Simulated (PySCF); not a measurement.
**One molecule, a ladder of functionals, a line**

Molecule: `[N+](#CC)[AlH2-][F]`, C2H5AlFN.

Geometry:
```tsv
atom	x (Å)	y (Å)	z (Å)
C1	-2.351	-0.132	-0.086
C2	-0.911	-0.178	0.014
N3	0.237	-0.218	0.096
Al4	2.276	-0.297	0.237
F5	2.401	-1.799	0.994
H6	-2.699	0.903	0.039
H7	-2.795	-0.760	0.699
H8	-2.668	-0.505	-1.071
H9	2.531	0.970	1.172
H10	2.655	-0.267	-1.313
```

GIAO shieldings (ppm, equivalent atoms averaged) in PySCF 2.14.0 with density-fitted response routines on the PBE0-D3(BJ)/def2-SVP geometry, basis pcSseg-2, gas phase, non-relativistic:

| functional | exact exchange (%) | σ(C1) | σ(Al4) | σ(F5) |
| --- | --- | --- | --- | --- |
| BLYP | 0 | 175.4 | 437.6 | 367.6 |
| BP86 | 0 | 178.8 | 439.8 | 369.4 |
| PBE | 0 | 179.4 | 438.9 | 368.1 |
| PBE0 | 25 | 183.6 | 452.8 | 380.0 |
| mPW1PW91 | 25 | 182.7 | 453.5 | 380.5 |
| BHandHLYP | 50 | 184.0 | 463.4 | 387.8 |
| HF | 100 | 190.6 | 494.4 | 402.2 |

Q: Fit each shielding as a line in the percentage of exact exchange.

A: σ(C1) = 178.5 + 0.12 x (rms 1.5 ppm); σ(Al4) = 438.7 + 0.55 x (rms 1.3 ppm); σ(F5) = 369.6 + 0.34 x (rms 1.6 ppm). The functionals also differ in their semilocal parts, which the line can't hold; Hartree–Fock has no correlation at all.

Q: What does the line predict for B3LYP (20 %), and what does the run give?

A: σ(C1): 180.9 predicted, 179.3 computed; σ(Al4): 449.7 predicted, 447.7 computed; σ(F5): 376.4 predicted, 377.2 computed ppm.
